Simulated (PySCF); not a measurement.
**Dipole moment and polarisability of `[SiH3]Cc1cncn1[SiH3]`**

C₄H₁₀N₂Si₂.
Geometry (GFN2-xTB, Å), atoms numbered from 1 in this order:
```xyz
18
C4H10N2Si2 angstrom
Si     2.188   -0.914    0.723
C      0.962   -0.803   -0.739
C      0.151    0.433   -0.651
C      0.436    1.703   -1.060
N     -0.585    2.547   -0.726
C     -1.459    1.807   -0.126
N     -1.084    0.492   -0.036
Si    -2.027   -0.810    0.649
H      1.450   -0.872    1.987
H      2.910   -2.184    0.617
H      3.115    0.213    0.649
H      0.311   -1.678   -0.758
H      1.522   -0.790   -1.675
H      1.301    2.064   -1.580
H     -2.391    2.158    0.268
H     -3.227   -0.162    1.166
H     -2.342   -1.757   -0.423
H     -1.238   -1.443    1.704
```

Level: CAM-B3LYP/def2-SVPD (PySCF), static field, nuclei fixed, core orbitals frozen in the response. The polarisability tensor in these axes (au):

```
x   120.04  -6.99  -5.94
y    -6.99 115.86  -9.72
z    -5.94  -9.72  91.29
```

Give the principal values, the mean and the anisotropy Δα = √{½[(α1 − α2)² + (α2 − α3)² + (α1 − α3)²]}.

Principal values 86.03, 115.87 and 125.28 au; mean 109.06 au = 16.16 Å³ = 17.98 × 10⁻⁴⁰ C²·m²/J; Δα = 35.49 au (33 % of the mean).

What is the dipole moment, and where does it point?

(-0.69, -3.54, 0.81) D, 3.69 D in size, pointing from the negative to the positive side. Measured along this direction, the outermost atoms are H14 and N5 at the negative end and H17 and H18 at the positive end.

Molar refractivity from α?

Lorentz–Lorenz: R = (4π/3)N_A α = 2.5225 cm³/(mol·Å³) × 16.16 Å³ = 40.8 cm³/mol, in the limit of long wavelengths.

Orientational against electronic polarisability at 298 K (dilute gas, rigid molecules)?

In Gaussian units μ²/3kT = 110.53 Å³ against 16.16 Å³, a ratio of 6.84; the Debye molar polarisation (4π/3)N_A(α + μ²/3kT) is 319.6 cm³/mol, leaving out the vibrational part.

Directions of the eigenvectors, and the extent of the frame along each?

Largest value along (0.78, -0.62, 0.04), where the nuclei span 6.86 Å; middle along (0.58, 0.70, -0.42), 5.33 Å; least along (0.23, 0.35, 0.91), 3.37 Å. The response follows the extents in order.

Sum over states: ᾱ = Σ f/ω², ω in Eh. What share falls to these 8 lowest TDDFT singlets (eV, f)? 5.71, 0.0032; 6.06, 0.2514; 6.35, 0.0102; 6.43, 0.0074; 6.55, 0.0220; 6.58, 0.0017; 6.73, 0.0014; 6.93, 0.0079.

They add up to 6.02 au, 5.5 % of the 109.06 au; the largest single term is 5.07 au, from the state at 6.06 eV. Terms in order: 0.07, 5.07, 0.19, 0.13, 0.38, 0.03, 0.02, 0.12 au. Higher excitations give the rest. The strengths listed sum to 0.305.

Isolated species at its GFN2-xTB geometry (one conformer only).
